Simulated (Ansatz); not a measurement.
Geometry optimisation of GaI₃.

```yaml
crystal:
  periodic: [false, false, false]
  atoms:
    - {symbol: Ga, position_ang: [-0.000450, -0.001180, 0.000440]}
    - {symbol: I, position_ang: [2.506310, -0.025120, 0.012800]}
    - {symbol: I, position_ang: [-1.227270, 2.185000, -0.017380]}
    - {symbol: I, position_ang: [-1.278590, -2.158690, 0.004150]}
basis:
  gaussian: {orbitals: def2-SVP}
hamiltonian: {xc: r2scan, dispersion: d4}
scf: {lower_state_search: "off"}
output: {orbitals: {seedname: orbitals}}
relax: {f_tol: 0.02, max_steps: 100}
```

```sh
$ ansatz run in.yaml --threads 2 --pin off --events-out ev --progress --plain --max-ram 4352MiB
```

It prints (some lines left out):

```
Functional definition: r2SCAN
mean field -76687.60396404 eV, -2818.2174649536 hartree, gradient 1.9e-6 eV, S^2 0.000000; 0 other end points of the search recorded, 0 dependent functions left out
relax step   1: F+E_penalty+E_count = -76687.65086007 eV  Δ(F+E_penalty+E_count) = +0.000e0 eV  max|allowed force component| = 3.518e-1 eV/Å  Δτ_max = 0.0000 Å  (13 SCF iters, accepted)
mean field -76687.61387211 eV, -2818.2178290683 hartree, gradient 1.1e-6 eV, S^2 0.000000; 0 other end points of the search recorded, 0 dependent functions left out
relax step   2: F+E_penalty+E_count = -76687.66127505 eV  Δ(F+E_penalty+E_count) = -1.041e-2 eV  max|allowed force component| = 2.398e-1 eV/Å  Δτ_max = 0.0543 Å  (17 SCF iters, accepted)
mean field -76687.62109063 eV, -2818.2180943441 hartree, gradient 9.8e-7 eV, S^2 0.000000; 0 other end points of the search recorded, 0 dependent functions left out
relax step   3: F+E_penalty+E_count = -76687.66830954 eV  Δ(F+E_penalty+E_count) = -7.034e-3 eV  max|allowed force component| = 4.515e-3 eV/Å  Δτ_max = 0.0200 Å  (18 SCF iters, accepted)
Total energy: -76687.66831816 eV, -2818.2198299239 hartree
Atom 0 at     0.000100     0.000039     0.000033 Å, force     0.000101     0.000410    -0.000074 eV/Å
Atom 1 at     2.474721    -0.027278     0.012784 Å, force     0.004515     0.000096     0.000047 eV/Å
Atom 2 at    -1.213885     2.156586    -0.017034 Å, force    -0.002019     0.003833    -0.000005 eV/Å
Atom 3 at    -1.260936    -2.129336     0.004228 Å, force    -0.002598    -0.004339     0.000033 eV/Å
Dipole moment:     0.000084    -0.000004     0.000013 e Å
Checks for a lower state left out: stability, starts, cluster_reference, orbital_swaps, neighbouring_geometries, increment
```

Run time 6.5 s (2 threads of Intel Xeon Platinum 8488C on a shared host).

In the def2 sets I takes a core potential; there is no spin–orbit coupling.
